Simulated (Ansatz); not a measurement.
`BB(C)O` and `BB(C)CC` differ in one atom or group.

Ansatz, PBE0-D4/def2-TZVP geometries, multiplicity 1. Each molecule was computed in one conformer, which needn't be the lowest.

```csv
property,`BB(C)O`
HOMO energy (B3LYP/def2-TZVPP) / eV,-7.49
size of the dipole moment (B3LYP/def2-TZVPP) / D,0.97
size of the dipole moment (ωB97M-V/def2-TZVPP) / D,0.99
HOMO–LUMO gap (ωB97M-V/def2-TZVPP) / eV,9.94
LUMO energy (B3LYP/def2-TZVPP) / eV,-2.13
HOMO energy (PBE0/def2-TZVPP) / eV,-7.66
```

Task: Give the same properties after the change, and the shifts. (Estimate.)

Result: Computed: 
| property | `BB(C)CC` | shift |
| --- | --- | --- |
| HOMO energy (B3LYP/def2-TZVPP) / eV | -7.44 | 0.05 |
| size of the dipole moment (B3LYP/def2-TZVPP) / D | 0.73 | -0.24 |
| size of the dipole moment (ωB97M-V/def2-TZVPP) / D | 0.73 | -0.26 |
| HOMO–LUMO gap (ωB97M-V/def2-TZVPP) / eV | 10.32 | 0.38 |
| LUMO energy (B3LYP/def2-TZVPP) / eV | -1.68 | 0.45 |
| HOMO energy (PBE0/def2-TZVPP) / eV | -7.60 | 0.06 |

With PBE0 the HOMO rises by 0.06 eV and the LUMO rises by 0.43 eV, so the gap widens by about 0.37 eV. PBE moves the HOMO by 0.00 eV and ωB97M-V by 0.07 eV. Dipoles are sizes alone; their direction can turn.

B3LYP here is the variant with VWN-RPA as its local correlation; programs differ in this.
